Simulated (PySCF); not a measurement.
Correlation energy of La (lanthanum, neutral)

[Xe] 5d1 6s1 7s1, high-spin 4D determinant (an excited configuration). Calculation: PySCF 2.14, in x2c-TZVPPall with one added diffuse shell each of s, p, d type (12s8p8d3f1g, 106 functions); the spin-free X2C one-electron Hamiltonian (Gaussian nucleus). Frozen: [Kr] 4d10; 11 electrons correlated.

MP2 pair energies summed by pair of shells (mhartree):

| pair | energy | share (%) |
| --- | --- | --- |
| 5p-5p | -96.83 | 52.7 |
| 5p-5d | -25.61 | 13.9 |
| 5s-5p | -25.30 | 13.8 |
| 5p-6s | -18.65 | 10.1 |
| 5s-5s | -5.12 | 2.8 |
| 5d-6s | -4.13 | 2.2 |
| 5s-5d | -2.39 | 1.3 |
| 6s-7s | -1.95 | 1.1 |
| 5p-7s | -1.94 | 1.1 |
| 5s-6s | -1.06 | 0.6 |
| 5d-7s | -0.76 | 0.4 |
| 5s-7s | -0.10 | 0.1 |

Total MP2 correlation energy: -183.84 mhartree.

Same-spin part -56.45 and opposite-spin part -127.38 mhartree; SCS-MP2 scales them by 1/3 and 6/5 to -171.68 mhartree.
